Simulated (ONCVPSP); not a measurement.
## Transferability test, ONCV potential for nickel

```json
{"Element": "nickel", "Generator": "ONCVPSP 4.0.1", "Type": "optimised norm-conserving Vanderbilt (ONCV)", "Functional": "PBE", "Relativity": "fully relativistic", "Frozen core": "[Ar]", "Valence charge": "10", "Reference configuration": "3d8 4s1.5 4p0.5", "Partial waves": "4s: rc 1.70 bohr, ncon 3, nbas 7, qcut 4 1/bohr, 2 projectors, debl 3.8 Ha; 4p: rc 2.75 bohr, ncon 4, nbas 9, qcut 3.1 1/bohr, 2 projectors, debl 0.3 Ha; 3d: rc 1.15 bohr, ncon 3, nbas 8, qcut 15.4 1/bohr, 2 projectors, debl 1.8 Ha", "Local potential": "polynomial inside 0.85 bohr (lpopt 4, dvloc0 -1 Ha)", "Core correction": "polynomial model core, fcfact 0.75"}
```

Open shells are filled in proportion to 2j + 1.

Energies are relative to the spin-unpolarised reference configuration 3d8 4s1.5 4p0.5; without spin polarisation the order of configurations can differ from experiment.

```tsv
valence configuration	charge	ΔE all-electron (eV)	error AE − PS (meV)
3d8 4s2 4p0	0	-2.253	-0.1
3d8 4s1 4p0	+1	7.071	-5.6
```

(1) What are ΔE and the potential's error for 3d9 4s1 4p0?

(2) What are ΔE and the potential's error for 3d8 4s0 4p0?

Levels in the configuration 3d8 4s2 4p0:

```csv
level,all-electron (eV),pseudo (eV)
3d j=5/2,-8.779,-8.795
3d j=3/2,-9.018,-9.034
4s j=1/2,-5.643,-5.640
```

Note: ghosts flagged at negative energy: s at -40.0 eV; GHOST(+) flagged for p3/2 at 28.4 eV, p1/2 at 30.6 eV. A true bound ghost makes a file unfit for plane-wave use.

Answers

(1) ΔE = -3.850 eV all-electron; the error (AE − PS) is -97 meV.

(2) ΔE = 24.421 eV all-electron; the error (AE − PS) is -44 meV.
